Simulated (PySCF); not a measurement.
Mo(OH)(H)5 (H₆MoO), SMILES [MoH5][OH], multiplicity 1.

Geometry optimised at B3LYP-D3(BJ)/def2-TZVP. The spin state was assumed, not searched. The def2 effective core potentials stand for the cores of Mo; spin–orbit coupling is left out.

Two levels are set side by side: TDA-PBE/def2-SVPD (PySCF) and TDA-ωB97X/def2-SVPD (PySCF). Vertical, same geometry. The lowest singlet is HOMO→LUMO 96 % with PBE and HOMO→LUMO 81 %, HOMO→LUMO+1 14 % with the other functional; states are paired by order. Differences are taken from unrounded values.

```tsv
quantity	TDA-PBE
lowest singlet excitation (eV)	3.60
lowest triplet excitation (TDA) (eV)	2.87
```

Task: These are the TDA-PBE values. What does TDA-ωB97X give? (An estimate is asked for; the answer gives what the named calculation found.)

Result: 
```json
[
 {"quantity": "lowest singlet excitation (eV)", "TDA-ωB97X": "3.58", "TDA-PBE minus TDA-ωB97X": "0.02"},
 {"quantity": "lowest triplet excitation (TDA) (eV)", "TDA-ωB97X": "2.92", "TDA-PBE minus TDA-ωB97X": "-0.06"}
]
```

Here PBE gives about what the other level gives.

Rough cost on one machine, each run with all the roots and properties that it gave: TDA-ωB97X against TDA-PBE about 2 times.
